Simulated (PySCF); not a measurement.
Some computed properties have been withheld. Give your best values.

Species: C₆H₁₀FN₃.
SMILES: `Cc1c(F)nnn1C(C)C`

Conformer (atom-mapped SMILES and torsion angles): `[CH3:1][c:2]1[c:3]([F:4])[n:5][n:6][n:7]1[CH:8]([CH3:9])[CH3:10]`: N6–N7–C8–C9 65°.

```json
{"property": "rotational constants A, B, C", "level": "PBE0-D3(BJ)/def2-SVP", "value": "2.468, 0.938, 0.801 GHz"}
{"property": "dipole moment", "level": "wB97X-D/def2-SVPD", "value": "5.71 D"}
{"property": "HOMO energy", "level": "wB97X-D/def2-SVPD", "value": "-8.97 eV"}
{"property": "LUMO energy", "level": "wB97X-D/def2-SVPD", "value": "1.56 eV"}
{"property": "lowest singlet excitation", "level": "TDDFT wB97X-D/def2-SVPD", "value": "5.89 eV (211 nm, f = 0.010)"}
{"property": "strongest line among the 10 lowest singlet transitions", "level": "TDDFT wB97X-D/def2-SVPD", "value": "?"}
{"property": "lowest triplet excitation (Tamm–Dancoff)", "level": "TDA wB97X-D/def2-SVPD", "value": "4.40 eV"}
{"property": "static isotropic polarisability", "level": "wB97X-D/def2-SVPD", "value": "90.8 au"}
{"property": "vertical ionisation energy", "level": "ΔSCF wB97X-D/def2-SVPD", "value": "9.14 eV"}
{"property": "electronic spatial extent ⟨r²⟩ about the centre of nuclear charge", "level": "wB97X-D/def2-SVPD", "value": "1513 bohr²"}
{"property": "13C chemical shifts (computed TMS as zero) by class", "level": "GIAO PBE0/pcSseg-1", "value": "?"}
{"property": "1H chemical shifts (computed TMS as zero) by class", "level": "GIAO PBE0/pcSseg-1", "value": "?"}
{"property": "isotropic shieldings of nuclei other than C and H, by class", "level": "GIAO PBE0/pcSseg-1", "value": "-112 (1 N), -96 (1 N), -14 (1 N), 335 (1 F) ppm"}
```

Gas-phase values; electronic properties from PySCF, density fitting. One conformer (not necessarily the lowest) at the PBE0-D3(BJ)/def2-SVP geometry, without solvent or vibrations. NMR classes are plain means over equivalent atoms (diastereotopic ones count apart unless rotation or inversion swaps them), as if these changed places fast; in this geometry the members of some classes differ.

Task: What is the strongest line among the 10 lowest singlet transitions?

Result: S2 at 6.27 eV (198 nm, f = 0.123).

Task: The 13C chemical shifts (computed TMS as zero) by class?

Result: 165.3 (1 C), 114.7 (1 C), 50.8 (1 C), 24.3 (2 C), 7.2 (1 C) ppm.

Task: What are the 1H chemical shifts (computed TMS as zero) by class?

Result: 3.85 (1 H), 2.14 (3 H), 1.56 (6 H) ppm.

The vertical singlet–triplet gap S1 − T1 is 1.49 eV (TDDFT singlet less Tamm–Dancoff triplet; S1: HOMO−1→LUMO, weight 0.96; T1: HOMO→LUMO, weight 0.93). The polarisability is 13.45 Å³ as a volume (1 au = 0.148185 Å³), or 1.19 au for each of the 76 electrons. With B = h/(8π²I), that is 505.379 GHz u Å² over I, the principal moments of inertia are 204.7, 538.8 and 630.8 u Å² (most abundant isotopes); the inertial defect Ic − Ia − Ib is -112.7 u Å² (zero for a rigid planar frame, negative otherwise). The 10 singlets span 5.89 to 8.31 eV, and their oscillator strengths add up to 0.29. No computed singlet falls in the visible range (750 to 380 nm, 1.65 to 3.26 eV); S1 lies 2.63 eV above its blue end. The dipole matches unit charges of opposite sign 1.19 Å apart (1 e·Å = 4.8032 D).
